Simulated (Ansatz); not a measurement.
`C[SiH2][B]1[O][AlH]1` and `C[B]1[O][AlH]1` differ in one atom or group.

Ansatz, PBE0-D4/def2-TZVP geometries, multiplicity 1. Each molecule was computed in one conformer, which needn't be the lowest.

```json
{"property": "HOMO energy (B3LYP/def2-TZVPP) / eV", "`C[SiH2][B]1[O][AlH]1`": "-5.61"}
{"property": "HOMO–LUMO gap (PBE0/def2-TZVPP) / eV", "`C[SiH2][B]1[O][AlH]1`": "4.10"}
{"property": "LUMO energy (PBE/def2-TZVPP) / eV", "`C[SiH2][B]1[O][AlH]1`": "-2.50"}
{"property": "LUMO energy (PBE0/def2-TZVPP) / eV", "`C[SiH2][B]1[O][AlH]1`": "-1.67"}
{"property": "size of the dipole moment (ωB97M-V/def2-TZVPP) / D", "`C[SiH2][B]1[O][AlH]1`": "1.64"}
{"property": "size of the dipole moment (PBE/def2-TZVPP) / D", "`C[SiH2][B]1[O][AlH]1`": "1.38"}
```

**Question.** What does the change do to each property? (Estimate.)

**Answer.** The calculation gave: 
```
                                          property  `C[B]1[O][AlH]1`  shift
               HOMO energy (B3LYP/def2-TZVPP) / eV             -5.73  -0.12
              HOMO–LUMO gap (PBE0/def2-TZVPP) / eV              4.46   0.36
                 LUMO energy (PBE/def2-TZVPP) / eV             -2.20   0.30
                LUMO energy (PBE0/def2-TZVPP) / eV             -1.42   0.25
size of the dipole moment (ωB97M-V/def2-TZVPP) / D              1.28  -0.36
    size of the dipole moment (PBE/def2-TZVPP) / D              0.98  -0.40
```

With PBE0 the HOMO falls by 0.11 eV and the LUMO rises by 0.25 eV, so the gap widens by about 0.36 eV. PBE moves the HOMO by -0.04 eV and ωB97M-V by -0.21 eV. Dipoles are sizes alone; their direction can turn.

B3LYP here is the variant with VWN-RPA as its local correlation; programs differ in this.
